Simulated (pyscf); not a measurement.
# •H₂C–CH(CH₃)–CH=CH₂, doublet

Gas-phase minimum from PySCF at ωB97X-D3(BJ)/def2-SVP, one conformer. •H₂C–CH(CH₃)–CH=CH₂ lies 20.0 kcal/mol over its isomer cyclic C₅H₉ (SMILES [CH]1CCCC1) [doublet] (electronic energy, ωB97M-D3(BJ)/def2-TZVP). 

```xyz
14

C     -1.2101    -0.3365    -0.0661
C      0.0981     0.3445     0.2062
C     -0.0084     1.3540     1.3555
C      0.5928     1.0176    -1.0614
C      1.6852     0.6640    -1.7406
H     -2.1567     0.1200     0.2417
H     -1.2454    -1.2067    -0.7279
H      0.8461    -0.4254     0.4740
H      0.9652     1.8263     1.5579
H     -0.3569     0.8628     2.2777
H     -0.7273     2.1524     1.1052
H     -0.0275     1.8479    -1.4262
H      2.3227    -0.1621    -1.4047
H      1.9846     1.1849    -2.6553
```
Charge 0, spin multiplicity 2.

Bonds (Å): C1–C2 1.500, C1–H6 1.095, C1–H7 1.094, C2–C3 1.533, C2–C4 1.518, C2–H8 1.106, C3–H9 1.101, C3–H10 1.101, C3–H11 1.103, C4–C5 1.334, C4–H12 1.099, C5–H13 1.096, C5–H14 1.094. Angles (°): C2–C1–H6 120.9, C2–C1–H7 119.9, H6–C1–H7 118.3, C1–C2–C3 112.0, C1–C2–C4 109.5, C1–C2–H8 108.5, C3–C2–C4 110.9, C3–C2–H8 108.9, C4–C2–H8 106.9, C2–C3–H9 111.0, C2–C3–H10 110.8, C2–C3–H11 110.6, H9–C3–H10 108.5, H9–C3–H11 107.9 (the first ones only).

Properties at ωB97X-D3(BJ)/def2-SVP:

```yaml
harmonic_wavenumbers_unscaled: 86, 102, 242, 301, 327, 340, 484, 534, 703, 836, 911, 961, 963, 991, 1044, 1124, 1179, 1200, 1283, 1314, 1345, 1407, 1436, 1449, 1479, 1482, 1751, 3051, 3061, 3152, 3156, 3162, 3166, 3173, 3261, 3282 cm⁻¹
zero_point_energy: 76.8 kcal/mol
rotational_symmetry_number: 1
Entropy of this conformer at 298 K and 1 atm, rigid rotor and harmonic oscillator, modes under 100 cm⁻¹ raised to 100: 338.6 J/(mol K)
dipole_moment: 0.18 D
Spin expectation value S2: 0.754
```

Single-point totals, which compare only within one level:

```csv
level,total energy (hartree)
ωB97X-D3(BJ)/def2-TZVP,-196.04056
PBE/def2-TZVP,-195.65029
r²SCAN/def2-TZVP,-195.80721
B3LYP-D3(BJ)/def2-TZVP,-195.95880
PBE0-D3(BJ)/def2-TZVP,-195.69263
M06-2X/def2-TZVP,-195.82758
ωB97M-D3(BJ)/def2-TZVP,-195.98222
```

Soft torsions are taken as harmonic, which can shift the entropy by several J/(mol K).
